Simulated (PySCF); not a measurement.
## Nuclear quadrupole coupling in `CCCBC1CCC1`

C₇H₁₅B.
Geometry (PBE0-D3(BJ)/def2-SVP, Å), atoms numbered from 1 in this order:
```
atom  x, y, z in Å
C1    -3.3599    0.0865    0.4499
C2    -2.6284   -0.6539   -0.6593
C3    -1.1359   -0.7972   -0.3764
B4    -0.2617    0.4990   -0.4064
C5     1.1316    0.5964    0.2891
C6     2.3759    1.1429   -0.4653
C7     3.2466    0.1496    0.3273
C8     1.9757   -0.6357    0.7026
H9    -3.2649   -0.4425    1.4125
H10   -4.4341    0.1937    0.2340
H11   -2.9470    1.0996    0.5893
H12   -2.7659   -0.1129   -1.6113
H13   -3.0908   -1.6456   -0.8031
H14   -0.9535   -1.3788    0.5465
H15   -0.6528   -1.4096   -1.1716
H16   -0.6557    1.4721   -1.0264
H17    0.9535    1.2382    1.1780
H18    2.6006    2.2160   -0.3698
H19    2.3450    0.8979   -1.5393
H20    4.0372   -0.3862   -0.2198
H21    3.7008    0.6278    1.2091
H22    1.8865   -0.9972    1.7385
H23    1.8063   -1.4923    0.0298
```

Field gradients from the PBE0/pcSseg-1 density (PySCF, non-relativistic), principal values in atomic units, ordered |Vxx| ≤ |Vyy| ≤ |Vzz|:

```json
{"atom": "B4", "Vxx": "-0.2661", "Vyy": "-0.3405", "Vzz": "0.6066"}
```

**Question.** Find the asymmetry η = (Vxx − Vyy)/Vzz and the couplings χ = eQV/h (234.96 MHz × Q in barn × V in au), with Q(11B) = 0.04059 b.

**Answer.** 
| atom | environment | nucleus | η | χzz (MHz) | χxx (MHz) | χyy (MHz) |
| --- | --- | --- | --- | --- | --- | --- |
| B4 | three-coordinate boron | 11B | 0.12 | 5.79 | -2.54 | -3.25 |

The tensor is traceless: Vxx + Vyy + Vzz = 0.

**Question.** What is Vzz at B4 in SI units (1 au = 9.71736 × 10²¹ V/m²)?

**Answer.** 0.6066 au = 5.894 × 10²¹ V/m².

**Question.** And the gradient at the other heavy atoms, for which no coupling is worked out here?

**Answer.** 
| atom | environment | Vzz (au) | η |
| --- | --- | --- | --- |
| C1 | methyl carbon | 0.029 | 0.24 |
| C2 | chain CH2 carbon | -0.052 | 0.73 |
| C3 | sp3 carbon bound to boron | -0.187 | 0.36 |
| C5 | sp3 carbon bound to boron | -0.205 | 0.12 |
| C6 | four-membered-ring carbon | -0.065 | 0.81 |
| C7 | four-membered-ring carbon | -0.056 | 0.26 |
| C8 | four-membered-ring carbon | -0.052 | 0.47 |

Were the hydrogens deuterons (Q(2H) = 0.00286 b), χzz would run from 129 kHz (H16) to 198 kHz (H22, H18, H10 and H20).

The structure is a single PBE0-D3(BJ)/def2-SVP conformer in the gas phase; no vibrational or solvent corrections. These gradients aren't converged with respect to the basis.
